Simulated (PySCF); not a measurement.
Run record: geometry optimisation, `CC=C=C=C=C(C)[SiH3]`.

Computed with PBE0-D3(BJ)/def2-SVP geometry optimisation, gas phase (PySCF 2.14.0). Start geometry: GFN2-xTB. The input is one job of a driver script: a line of settings, then coordinates in Å.

Input:
```
{"job": {"xc": "PBE0", "basis": "def2-SVP", "d3": "d3bj", "grid": 2, "kind": "geom"}, "charge": 0, "multiplicity": 1}
C      4.103444     0.379444    -0.931092
C      3.155088     0.459758     0.225234
C      1.869567     0.242184     0.139698
C      0.620694     0.032650     0.041828
C     -0.624720    -0.204388    -0.038337
C     -1.918988    -0.365197    -0.141489
C     -2.572842    -1.704979     0.049317
Si    -3.039046     1.104644    -0.536796
H      3.575175     0.144730    -1.851918
H      4.625002     1.329387    -1.053360
H      4.853960    -0.390553    -0.747650
H      3.592717     0.718057     1.182622
H     -3.168890    -1.959046    -0.826911
H     -1.835100    -2.488359     0.213593
H     -3.244648    -1.670944     0.907259
H     -4.036887     1.235344     0.531182
H     -3.737479     0.830593    -1.798420
H     -2.225808     2.312992    -0.641174
```

Output:
```
step   0  E = -561.39824473  max force = 0.013166
step   1  E = -561.40124392  max force = 0.002996
step   2  E = -561.40129620  max force = 0.001380
step   3  E = -561.40131356  max force = 0.000865
step   4  E = -561.40132146  max force = 0.000483
step   5  E = -561.40132674  max force = 0.000254
optimisation converged
```

Energies in Eh; «max force» is the largest Cartesian gradient component in Eh/bohr.

Q: How much energy does the optimisation release, in eV?

A: E(step 0) − E(last step) = 0.003082 Eh, which is 0.084 eV.

Main results: final energy -561.40133 Eh after 5 steps; dipole 0.86 D.

Q: Give the final coordinates.

A: 0.048 Å rms from the input after alignment:
```
atom  x, y, z in Å
C1     3.9329    0.2669   -1.1362
C2     2.9698    0.3385    0.0083
C3     1.6735    0.1122   -0.0712
C4     0.4122   -0.1066   -0.1546
C5    -0.8501   -0.3263   -0.2321
C6    -2.1533   -0.5160   -0.3208
C7    -2.8084   -1.8609   -0.1331
Si8   -3.2259    0.9844   -0.7017
H9     3.4258    0.0084   -2.0752
H10    4.4487    1.2321   -1.2714
H11    4.7134   -0.4875   -0.9415
H12    3.3801    0.6011    0.9936
H13   -3.3978   -2.1355   -1.0236
H14   -2.0671   -2.6510    0.0505
H15   -3.5088   -1.8362    0.7183
H16   -4.2386    1.1717    0.3853
H17   -3.9750    0.7596   -1.9787
H18   -2.3767    2.2030   -0.8198
```

Hardware: one thread of an Intel Xeon Platinum 8259CL at 2.50 GHz (shared host). Cost: 1.7 min, 0.78 GiB resident at most.
Labels such as C1 count atoms from 1, the log's own numbers from 0.
